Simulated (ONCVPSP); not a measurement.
## Before and after: ONCV potential for indium (In)

| Quantity | Value |
| --- | --- |
| Element | indium (In) |
| Generator | ONCVPSP 4.0.1 |
| Type | optimised norm-conserving Vanderbilt (ONCV) |
| Functional | LDA (Perdew-Wang 92) |
| Relativity | scalar-relativistic |
| Frozen core | [Kr] 4d10 |
| Valence charge | 3 |
| Reference configuration | 5s1.5 (charge +1.5) |
| Partial waves | 5s: rc 1.75 bohr, ncon 4, nbas 7, qcut 3.1 1/bohr, 1 projector; p scattering state at 0.15 Ha: rc 1.75 bohr, ncon 3, nbas 7, qcut 4.2 1/bohr, 3 projectors, debl 2.1 Ha; d scattering state at 0.09 Ha: rc 1.30 bohr, ncon 4, nbas 8, qcut 8.7 1/bohr, 2 projectors, debl 3.7 Ha |
| Local potential | polynomial inside 1.25 bohr (lpopt 5, dvloc0 3 Ha) |
| Core correction | polynomial model core, fcfact 0.4 |

In the p channel the program set the typed energies aside and used 0.050, 2.150, 4.250 Ha.

All-electron outer shells of the reference configuration (LDA (PZ), scalar-relativistic, ld1.x):

| shell | level (eV) | outermost node (bohr) | outermost maximum (bohr) |
| --- | --- | --- | --- |
| 4d | -31.38 | 0.40 | 0.94 |
| 5s | -19.64 | 1.02 | 2.08 |

Change: s: rc 2.42.

Cutoffs: the cutoffs (Ha) at which the residual kinetic energy of the hardest occupied pseudo-wave falls to 1 and 0.1 mHa per electron; they do not see the model core or the augmentation charge, which bear on the density cutoff. Errors are all-electron minus pseudo energies relative to the spin-unpolarised reference configuration.

Q: What does the change do?

A: The potential gets softer (29 Ha and 40 Ha → 5.9 Ha and 18 Ha); both files keep a bound ghost (p, s); the errors of the 4 common tests hardly move. A larger radius leaves more room for a smooth pseudo-wave, so fewer plane waves are needed.

```tsv
quantity	base	changed
cutoff, loose	29 Ha	5.9 Ha
cutoff, tight	40 Ha	18 Ha
bound ghosts	s, p	s, p
GHOST(+) flags under 300 eV	none	none
error for 5s2 5p1, meV [ΔE -14.31 eV]	-54	-54
error for 5s2, meV [ΔE -8.72 eV]	-15	-16
error for 5s1, meV [ΔE 10.93 eV]	-23	-24
error for 5s2 5p0.5, meV [ΔE -12.27 eV]	-36	-36
p: phases at 1.77 bohr within 0.05 rad from the reference energy up to (Ha; the scan ends near 5)	to the end of the scan	to the end of the scan
d: phases at 1.32 bohr within 0.05 rad from the reference energy up to (Ha; the scan ends near 5)	to the end of the scan	to the end of the scan
rms error of d²Exc/dni dnj with the model core, mHa	5.84	5.70
```

 A true bound ghost makes a file unfit for plane-wave use even where its test errors are small: the radial tests pick states by their node count and pass the ghost by.
